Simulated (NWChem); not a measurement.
Molecule: InGeH$_{3}$F$_{2}$; SMILES [In]([GeH3])([F])[F]

Program: NWChem. All runs use the structure optimised with PBE0/def2-SVP. def2 effective core potentials on In; no spin-orbit coupling. Field at 589 nm.

Problem. What does the run give for B3LYP/def2-SVP (core potentials)? Quantities: isotropic polarisability (bohr³); anisotropy (bohr³).

Solution. 
| Quantity | Value |
|---|---|
| isotropic polarisability (bohr³) | 63.3 |
| anisotropy (bohr³) | 33.0 |
